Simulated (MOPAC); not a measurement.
MOPAC input (AM1):

```
AM1 PRECISE GNORM=0.05 LET XYZ GEO-OK AUX(PRECISION=9) THREADS=1
C2H10OSi2

C    -2.85520100 1   -0.52831300 1    0.19470100 1
O    -1.52797100 1   -0.26024100 1   -0.20757200 1
C    -0.94654900 1    0.83672100 1    0.48153600 1
Si    0.82271200 1    1.05219400 1   -0.16952000 1
Si    1.91477400 1   -1.02012500 1   -0.11845800 1
H    -2.90376800 1   -0.77199100 1    1.26349700 1
H    -3.50931800 1    0.33121400 1    0.00193000 1
H    -3.20474600 1   -1.38196900 1   -0.38420700 1
H    -1.53717000 1    1.75157600 1    0.32846500 1
H    -0.92602800 1    0.64836900 1    1.56526700 1
H     1.51742800 1    2.03548800 1    0.70190800 1
H     0.79449200 1    1.59637400 1   -1.54967300 1
H     1.73908400 1   -1.64224300 1    1.21800200 1
H     3.36915500 1   -0.84859200 1   -0.36269400 1
H     1.37033200 1   -1.93571600 1   -1.14764700 1
```

Output:

```
 *******************************************************************************
 **                                                                           **
 **                              MOPAC v23.2.5                                **
 **                                                                           **
 *******************************************************************************
 ** MOPAC's Digital Object Identifier: https://doi.org/10.5281/zenodo.6511958 **
 **                                                                           **
 ** Please cite the open-source release paper for use of this MOPAC version:  **
 ** J. E. Moussa and J. J. P. Stewart (2026)                                  **
 ** MOPAC: An open-source semiempirical molecular orbital program             **
 ** J. Open Source Softw., 11(119), 8025, https://doi.org/10.21105/joss.08025 **
 *******************************************************************************

                              AM1 CALCULATION RESULTS

 *******************************************************************************
 *  AM1        - The AM1 Hamiltonian to be used
 *  GEO-OK     - OVERRIDE INTERATOMIC DISTANCE AND OTHER SAFETY CHECKS
 *  LET        - OVERRIDE SOME SAFETY CHECKS
 *  PRECISE    - TIGHTER CRITERIA TO BE USED
 *  XYZ        - CARTESIAN COORDINATE SYSTEM TO BE USED
 *  GNORM      - EXIT WHEN GRADIENT NORM DROPS BELOW 0.050
 *  AUX        - OUTPUT AUXILIARY INFORMATION
 *******************************************************************************
AM1 PRECISE GNORM=0.05 LET XYZ GEO-OK AUX(PRECISION=9) THREADS=1
 C2H10OSi2

   ATOM   CHEMICAL          X               Y               Z
  NUMBER   SYMBOL      (ANGSTROMS)     (ANGSTROMS)     (ANGSTROMS)

     1       C         -2.85520100  *  -0.52831300  *   0.19470100  *
     2       O         -1.52797100  *  -0.26024100  *  -0.20757200  *
     3       C         -0.94654900  *   0.83672100  *   0.48153600  *
     4      Si          0.82271200  *   1.05219400  *  -0.16952000  *
     5      Si          1.91477400  *  -1.02012500  *  -0.11845800  *
     6       H         -2.90376800  *  -0.77199100  *   1.26349700  *
     7       H         -3.50931800  *   0.33121400  *   0.00193000  *
     8       H         -3.20474600  *  -1.38196900  *  -0.38420700  *
     9       H         -1.53717000  *   1.75157600  *   0.32846500  *
    10       H         -0.92602800  *   0.64836900  *   1.56526700  *
    11       H          1.51742800  *   2.03548800  *   0.70190800  *
    12       H          0.79449200  *   1.59637400  *  -1.54967300  *
    13       H          1.73908400  *  -1.64224300  *   1.21800200  *
    14       H          3.36915500  *  -0.84859200  *  -0.36269400  *
    15       H          1.37033200  *  -1.93571600  *  -1.14764700  *

          CARTESIAN COORDINATES

    NO.       ATOM           X           Y           Z

     1         C         -2.8552     -0.5283      0.1947
     2         O         -1.5280     -0.2602     -0.2076
     3         C         -0.9465      0.8367      0.4815
     4        Si          0.8227      1.0522     -0.1695
     5        Si          1.9148     -1.0201     -0.1185
     6         H         -2.9038     -0.7720      1.2635
     7         H         -3.5093      0.3312      0.0019
     8         H         -3.2047     -1.3820     -0.3842
     9         H         -1.5372      1.7516      0.3285
    10         H         -0.9260      0.6484      1.5653
[...]
            H    13    H    12     3.75258

          SCF CALCULATIONS        =         75

   ATOM   CHEMICAL          X               Y               Z
  NUMBER   SYMBOL      (ANGSTROMS)     (ANGSTROMS)     (ANGSTROMS)

     1       C         -2.97987007  *  -0.38995133  *   0.17674241  *
     2       O         -1.64807215  *  -0.15938239  *  -0.25366816  *
     3       C         -0.94610960  *   0.76500856  *   0.55892290  *
     4      Si          0.71692835  *   0.93567379  *  -0.21685870  *
     5      Si          2.14094231  *  -1.02937670  *  -0.08197159  *
     6       H         -2.99045257  *  -0.81491604  *   1.21065121  *
     7       H         -3.57091581  *   0.55853888  *   0.15068104  *
     8       H         -3.38878394  *  -1.12851362  *  -0.55654766  *
     9       H         -1.48401797  *   1.74847883  *   0.57210555  *
    10       H         -0.90379224  *   0.39372370  *   1.61412243  *
    11       H          1.41498067  *   2.02286863  *   0.47817399  *
    12       H          0.58813230  *   1.29780073  *  -1.63224434  *
    13       H          2.06212741  *  -1.61743771  *   1.25928853  *
    14       H          3.52294101  *  -0.61830880  *  -0.35011904  *
    15       H          1.73111974  *  -2.02772537  *  -1.07547116  *

                             CARTESIAN COORDINATES

   1    C       -2.979870068    -0.389951329     0.176742412
   2    O       -1.648072151    -0.159382392    -0.253668157
   3    C       -0.946109604     0.765008561     0.558922900
   4   Si        0.716928351     0.935673785    -0.216858704
   5   Si        2.140942310    -1.029376699    -0.081971585
   6    H       -2.990452575    -0.814916039     1.210651212
   7    H       -3.570915805     0.558538879     0.150681036
   8    H       -3.388783938    -1.128513621    -0.556547661
   9    H       -1.484017966     1.748478835     0.572105553
  10    H       -0.903792239     0.393723704     1.614122428
  11    H        1.414980668     2.022868627     0.478173987
  12    H        0.588132296     1.297800726    -1.632244339
  13    H        2.062127410    -1.617437712     1.259288528
  14    H        3.522941012    -0.618308800    -0.350119038
  15    H        1.731119736    -2.027725371    -1.075471158

           Empirical Formula: C2 H10 O Si2  =    15 atoms

      MOLECULAR POINT GROUP   :   C1

                  EIGENVALUES
 -38.74897 -28.60947 -25.77270 -17.31424 -16.79998 -16.51780 -15.59797 -14.68745
 -13.49932 -12.75199 -12.51917 -12.36877 -11.73274 -11.43453 -10.69058 -10.26460
  -0.86663   1.21417   1.32661   1.60193   1.65827   2.03323   2.23771   3.37177
   4.03412   4.19514   4.36223   4.42353   4.54365   6.09868

              NET ATOMIC CHARGES AND DIPOLE CONTRIBUTIONS

  ATOM NO.   TYPE          CHARGE      No. of ELECS.   s-Pop       p-Pop
    1          C          -0.082343        4.0823     1.24186     2.84048
    2          O          -0.262891        6.2629     1.87899     4.38390
    3          C          -0.287303        4.2873     1.27073     3.01658
    4         Si           0.578203        3.4218     0.87148     2.55032
    5         Si           0.310904        3.6891     0.90495     2.78415
    6          H           0.058838        0.9412     0.94116
    7          H           0.059261        0.9407     0.94074
    8          H           0.097256        0.9027     0.90274
    9          H           0.077413        0.9226     0.92259
   10          H           0.073523        0.9265     0.92648
   11          H          -0.147577        1.1476     1.14758
   12          H          -0.131251        1.1313     1.13125
   13          H          -0.116776        1.1168     1.11678
   14          H          -0.118548        1.1185     1.11855
   15          H          -0.108710        1.1087     1.10871
 DIPOLE           X         Y         Z       TOTAL
 POINT-CHG.    -0.002     0.618     0.407     0.740
 HYBRID        -0.726     0.013     0.597     0.940
 SUM           -0.729     0.631     1.004     1.392

          ATOMIC ORBITAL ELECTRON POPULATIONS

     Atom    s        px        py        pz
    1  C   1.24186   0.84810   0.99865   0.99373
    2  O   1.87899   1.24363   1.62209   1.51818
    3  C   1.27073   1.07246   0.95450   0.98962
    4 Si   0.87148   0.79464   0.90073   0.85495
    5 Si   0.90495   0.92304   0.96501   0.89610
    6  H   0.94116
    7  H   0.94074
    8  H   0.90274
    9  H   0.92259
   10  H   0.92648
   11  H   1.14758
   12  H   1.13125
   13  H   1.11678
   14  H   1.11855
   15  H   1.10871

 **********************
 *                    *
 * JOB ENDED NORMALLY *
 *                    *
 **********************

 == MOPAC DONE ==
```

The geometry given is a B3LYP-D3(BJ)/def2-TZVP minimum.
